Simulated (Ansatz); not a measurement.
One change: `C=C(F)C[SiH3]` becomes `C=[C](F)[InH2]`.

Ansatz, PBE0-D4/def2-TZVP geometries, multiplicity 1. Each molecule was computed in one conformer, which needn't be the lowest.

Elements past krypton have def2 core potentials.

```csv
property,`C=C(F)C[SiH3]`
size of the dipole moment (PBE/def2-TZVPP) / D,1.42
LUMO energy (B3LYP/def2-TZVPP) / eV,-0.02
HOMO–LUMO gap (PBE0/def2-TZVPP) / eV,7.44
HOMO–LUMO gap (ωB97M-V/def2-TZVPP) / eV,11.47
HOMO energy (PBE/def2-TZVPP) / eV,-6.04
LUMO energy (PBE0/def2-TZVPP) / eV,0.22
```

(1) What does the change do to each property? (Best estimate.)

Results:

(1) Ansatz gave: 
```json
{"property": "size of the dipole moment (PBE/def2-TZVPP) / D", "`C=[C](F)[InH2]`": "1.09", "shift": "-0.33"}
{"property": "LUMO energy (B3LYP/def2-TZVPP) / eV", "`C=[C](F)[InH2]`": "-2.28", "shift": "-2.26"}
{"property": "HOMO–LUMO gap (PBE0/def2-TZVPP) / eV", "`C=[C](F)[InH2]`": "5.63", "shift": "-1.81"}
{"property": "HOMO–LUMO gap (ωB97M-V/def2-TZVPP) / eV", "`C=[C](F)[InH2]`": "9.41", "shift": "-2.06"}
{"property": "HOMO energy (PBE/def2-TZVPP) / eV", "`C=[C](F)[InH2]`": "-6.46", "shift": "-0.42"}
{"property": "LUMO energy (PBE0/def2-TZVPP) / eV", "`C=[C](F)[InH2]`": "-2.00", "shift": "-2.22"}
```

With PBE0 the HOMO falls by 0.41 eV and the LUMO falls by 2.22 eV, so the gap narrows by about 1.81 eV. PBE moves the HOMO by -0.42 eV and ωB97M-V by -0.43 eV. Dipoles are sizes alone; their direction can turn.

B3LYP here is the variant with VWN-RPA as its local correlation; programs differ in this.
